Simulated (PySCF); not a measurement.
Run record: geometry optimisation, `N[SiH2]P[SiH3]`.

Computed with PBE0-D3(BJ)/def2-SVP geometry optimisation, gas phase (PySCF 2.14.0). Start geometry: GFN2-xTB. A driver script takes a list of jobs; this job's settings line and coordinates (Å) are shown.

Command:
```bash
OMP_NUM_THREADS=1 python probes_run.py task.json out
```

Input:
```
{"job": {"xc": "PBE0", "basis": "def2-SVP", "d3": "d3bj", "grid": 1, "shake": 0.01, "kind": "geom"}, "charge": 0, "multiplicity": 1}
N      2.216310     0.442920     0.713730
Si     1.193120    -0.749670    -0.004710
P     -0.503720     0.114020    -1.236380
Si    -2.023570     0.478250     0.299080
H      1.795260     1.045300     1.418530
H      2.748570     1.043970     0.089980
H      2.063250    -1.492570    -0.923710
H      0.740090    -1.553860     1.114380
H     -0.978420    -1.097410    -1.623670
H     -3.316580     0.693480    -0.400760
H     -1.672140     1.674550     1.049710
H     -2.222490    -0.627230     1.259510
```

Output:
```
step   0  E = -979.15738095  max force = 0.030355
step   1  E = -979.16350997  max force = 0.007430
step   2  E = -979.16392548  max force = 0.001269
step   3  E = -979.16398448  max force = 0.000672
step   4  E = -979.16401846  max force = 0.001097
step   5  E = -979.16405459  max force = 0.000959
step   6  E = -979.16408704  max force = 0.000633
step   7  E = -979.16413229  max force = 0.000446
step   8  E = -979.16417202  max force = 0.000591
step   9  E = -979.16417981  max force = 0.000356
optimisation converged
```

Energies in Eh; «max force» is the largest Cartesian gradient component in Eh/bohr.

Q: How much energy does the optimisation release, in kJ/mol?

A: E(step 0) − E(last step) = 0.006799 Eh, which is 17.9 kJ/mol.

Main results: final energy -979.16418 Eh after 9 steps; dipole 1.05 D.

Q: Give the final coordinates.

A: 0.223 Å rms from the input after alignment:
```
atom  x, y, z in Å
N1     1.9884    0.6319    0.7664
Si2    1.2139   -0.7020   -0.0087
P3    -0.4636   -0.0572   -1.4123
Si4   -1.9344    0.4272    0.2288
H5     1.5558    1.0554    1.5794
H6     2.4803    1.3259    0.2148
H7     2.2039   -1.4255   -0.8619
H8     0.7061   -1.6028    1.0710
H9    -0.9613   -1.3764   -1.6578
H10   -3.2431    0.8558   -0.3500
H11   -1.3596    1.5718    1.0037
H12   -2.1726   -0.7057    1.1777
```

Q: Estimate the wall time. Hardware: one thread of an Arm Neoverse V1, no GPU (shared host). And the peak memory of the process?

A: About 46 s, with 0.45 GiB resident at the peak, the Python interpreter and its libraries included.
Labels such as C1 count atoms from 1, the log's own numbers from 0.
